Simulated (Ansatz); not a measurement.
Cost and result for the atomization energy of `CO[SiH2][Se]C` (13 atoms, 12 bonds).

```xyz
13

C    -0.408   -1.652   -2.248
O    -0.284   -0.382   -1.650
Si   -0.010   -0.171   -0.050
Se    0.096    2.065    0.258
C     0.401    1.926    2.189
H    -0.581   -1.510   -3.315
H     0.505   -2.246   -2.119
H    -1.252   -2.211   -1.829
H     1.263   -0.826    0.369
H    -1.104   -0.767    0.770
H     0.485    2.947    2.557
H     1.328    1.392    2.393
H    -0.440    1.435    2.674
```

Total charge 0; spin multiplicity 1. Correlated methods include outer-core shells of Se, which these sets cover unevenly. Scalar relativity is left out up to krypton. All single points use the PBE0-D4/def2-TZVP geometry. It is one conformer, not always the lowest. Program: Ansatz. All runs use 2 threads of an AMD EPYC 7R13 on a shared host and a share of an NVIDIA H100 80 GB. Times are those of one run each, without the atoms' runs, and a repeat can differ threefold. Electronic energies, without spin–orbit coupling; frozen cores. CCSD(T)/CBS adds CCSD(T) − MP2 in def2-TZVPP to the MP2 limit, and its time is that of the two runs behind it. T1 = 0.010. With those shells the extrapolation isn't a true limit. B3LYP takes the VWN-RPA correlation (the form of Gaussian; ORCA's B3LYP/G).

CCSD(T)/CBS is a level of theory with its own doubt, some kJ/mol a heavy atom from the limit and from the frozen cores, so smaller differences don't rank the functionals.

| level | functions | wall time |
| --- | --- | --- |
| B3LYP-D4/def2-TZVPP (with forces) | 295 | 2.3 s |
| B2PLYP/def2-TZVPP | 295 | 2.3 s |
| PBE0-D4/def2-TZVPP | 295 | 2.4 s |
| PBE-D4/def2-TZVPP (with forces) | 295 | 2.9 s |
| r2SCAN-D4/def2-TZVPP (with forces) | 295 | 2.9 s |
| ωB97X-V/def2-TZVPP | 295 | 2.9 s |
| ωB97M-V/def2-TZVPP (with forces) | 295 | 3.2 s |
| MP2/def2-QZVPP | 570 | 6.5 s |
| CCSD(T)/def2-TZVPP | 295 | 6.5 s |
| CCSD(T)/CBS(def2) | – | 13 s |

Question: What atomization energy does each give, and how far from CCSD(T)/CBS? (An estimate is asked.)

Answer: The calculation gave: 
```tsv
level	atomization (kJ/mol)	difference from CCSD(T)/CBS	per bond
B3LYP-D4/def2-TZVPP (with forces)	4602.5	-18.7	-1.6
B2PLYP/def2-TZVPP	4551.9	-69.3	-5.8
PBE0-D4/def2-TZVPP	4595.1	-26.1	-2.2
PBE-D4/def2-TZVPP (with forces)	4656.6	35.4	2.9
r2SCAN-D4/def2-TZVPP (with forces)	4614.4	-6.8	-0.6
ωB97X-V/def2-TZVPP	4622.4	1.2	0.1
ωB97M-V/def2-TZVPP (with forces)	4609.0	-12.2	-1.0
MP2/def2-QZVPP	4617.5	-3.7	-0.3
CCSD(T)/def2-TZVPP	4499.7	-121.5	-10.1
CCSD(T)/CBS(def2)	4621.2	0.0	0.0
```

The D4 term adds +45.4 kJ/mol with B3LYP and +23.8 kJ/mol with PBE0; it sums over pairs of atoms, weighted by their polarisabilities, and B3LYP, whose exchange is more repulsive, gets the larger term. From PBE to PBE0 (25 % exact exchange), in def2-TZVPP and without D4, the atomization energy moves by −57.3 kJ/mol: exact exchange takes away binding that semilocal exchange gives to molecules. In def2-TZVPP, CCSD(T) changes the Hartree–Fock value by +1116.3 kJ/mol (the triples alone add +60.3 kJ/mol) and MP2 by +1162.3 kJ/mol; breaking electron pairs costs correlation energy, which Hartree–Fock lacks.
